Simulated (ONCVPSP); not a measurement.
## An all-electron radial function and its pseudo partner (Ar (Z = 18))

Columns: radius, all-electron u(r) and pseudo u(r) of the 3p shell (level -15.95 eV) of argon in the configuration [Ne] 3s2 3p5.5; PBEsol, scalar-relativistic, ONCV scheme, ONCVPSP 4.0.1.

| r (bohr) | all-electron | pseudo |
| --- | --- | --- |
| 0.057 | -0.1107 | 0.0043 |
| 0.115 | -0.2717 | 0.0172 |
| 0.172 | -0.3725 | 0.0382 |
| 0.230 | -0.4002 | 0.0677 |
| 0.288 | -0.3642 | 0.1048 |
| 0.345 | -0.2853 | 0.1479 |
| 0.402 | -0.1798 | 0.1967 |
| 0.460 | -0.0587 | 0.2512 |
| 0.518 | 0.0663 | 0.3093 |
| 0.575 | 0.1862 | 0.3687 |
| 0.632 | 0.2987 | 0.4292 |
| 0.690 | 0.4029 | 0.4906 |
| 0.747 | 0.4939 | 0.5494 |
| 0.805 | 0.5745 | 0.6063 |
| 0.862 | 0.6419 | 0.6583 |
| 0.920 | 0.6986 | 0.7056 |
| 0.977 | 0.7434 | 0.7458 |
| 1.035 | 0.7788 | 0.7792 |
| 1.092 | 0.8044 | 0.8044 |
| 1.150 | 0.8222 | 0.8221 |
| 1.208 | 0.8325 | 0.8325 |
| 1.265 | 0.8364 | 0.8364 |
| 1.322 | 0.8350 | 0.8349 |
| 1.380 | 0.8288 | 0.8288 |
| 1.438 | 0.8187 | 0.8186 |
| 1.495 | 0.8055 | 0.8054 |

How many radial nodes do the two functions have?

The all-electron 3p function has n − l − 1 = 1; the pseudo-wave has 0, since the states of the same l below it are removed with the core.

At about which radius was the pseudo-wave matched?

1.15 bohr. The columns agree to 0.0005 from 1.03 bohr on; several derivatives are matched, so the curves merge somewhat inside the radius.

Is the pseudo-wave norm-conserving?

Yes: the ONCV scheme keeps the norm inside the radius equal to the all-electron one, which fixes the energy derivative of the logarithmic derivative at the level.
